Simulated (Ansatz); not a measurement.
Cost and result for the atomization energy of F$_{2}$H$_{5}$NOSi$_{2}$ (`O[SiH2]N[SiH](F)F`) (11 atoms, 10 bonds).

```xyz
11

O    -2.172    0.482    1.180
Si   -0.767    1.037    0.541
N     0.470   -0.170    0.458
Si    1.189   -0.863   -0.910
F     1.111   -2.448   -0.840
F     2.742   -0.546   -0.980
H    -2.621   -0.236    0.732
H    -0.367    2.123    1.459
H    -0.937    1.509   -0.856
H     0.813   -0.499    1.353
H     0.539   -0.390   -2.139
```

The species carries charge 0 and has multiplicity 1. The geometry is a stationary point of PBE0-D4/def2-TZVP. It is one conformer, not always the lowest. Program: Ansatz. All runs use 4 threads of an AMD EPYC 9R45 on a shared host. Times are those of one run each, without the atoms' runs, and a repeat can differ threefold. Electronic energies, without spin–orbit coupling; frozen cores. CCSD(T)/CBS adds CCSD(T) − MP2 in def2-TZVPP to the MP2 limit, and its time is that of the two runs behind it. T1 = 0.012. HSE06 is the plane-wave form, built on full-range PBE exchange.

CCSD(T)/CBS is a level of theory with its own doubt, some kJ/mol a heavy atom from the limit and from the frozen cores, so smaller differences don't rank the functionals.

```csv
level,functions,wall time
LDA (SPW92)/def2-TZVPP,278,0.75 s
PBE-D4/def2-TZVPP (with forces),278,1.4 s
PBE0-D4/def2-TZVPP,278,1.8 s
BHLYP-D4/def2-TZVPP,278,1.9 s
HSE06-D4/def2-TZVPP,278,2 s
B2PLYP/def2-TZVPP,278,2.4 s
r2SCANh-D4/def2-TZVPP,278,2.6 s
CCSD(T)/def2-SVP,117,2.8 s
ωB97X-V/def2-TZVPP,278,3.4 s
B97M-V/def2-TZVPP,278,3.7 s
MP2/def2-QZVPP,518,9.5 s
CCSD(T)/def2-TZVPP,278,94 s
CCSD(T)/CBS(def2),–,100 s
```

Question: What atomization energy does each give, and how far from CCSD(T)/CBS? (Best estimate.)

Answer: The calculation gave: 
| level | atomization (kJ/mol) | difference from CCSD(T)/CBS | per bond |
| --- | --- | --- | --- |
| LDA (SPW92)/def2-TZVPP | 4805.8 | 545.8 | 54.6 |
| PBE-D4/def2-TZVPP (with forces) | 4248.9 | -11.1 | -1.1 |
| PBE0-D4/def2-TZVPP | 4166.2 | -93.8 | -9.4 |
| BHLYP-D4/def2-TZVPP | 4091.5 | -168.5 | -16.9 |
| HSE06-D4/def2-TZVPP | 4168.8 | -91.2 | -9.1 |
| B2PLYP/def2-TZVPP | 4187.2 | -72.8 | -7.3 |
| r2SCANh-D4/def2-TZVPP | 4186.9 | -73.1 | -7.3 |
| CCSD(T)/def2-SVP | 3860.4 | -399.6 | -40.0 |
| ωB97X-V/def2-TZVPP | 4251.0 | -9.0 | -0.9 |
| B97M-V/def2-TZVPP | 4227.5 | -32.5 | -3.3 |
| MP2/def2-QZVPP | 4315.7 | 55.7 | 5.6 |
| CCSD(T)/def2-TZVPP | 4120.1 | -139.9 | -14.0 |
| CCSD(T)/CBS(def2) | 4260.0 | 0.0 | 0.0 |

From r2SCAN to r2SCAN0 (25 % exact exchange), in def2-TZVPP and without D4, the atomization energy moves by −83.6 kJ/mol: exact exchange takes away binding that semilocal exchange gives to molecules. In def2-TZVPP, CCSD(T) changes the Hartree–Fock value by +1047.7 kJ/mol (the triples alone add +58.4 kJ/mol) and MP2 by +1157.4 kJ/mol; breaking electron pairs costs correlation energy, which Hartree–Fock lacks. At CCSD(T), def2-SVP lies −399.6 kJ/mol from the extrapolated value and def2-TZVPP −140.0 kJ/mol: correlation converges slowly with the basis, and small sets miss more of it in the bonded molecule than in its fragments.
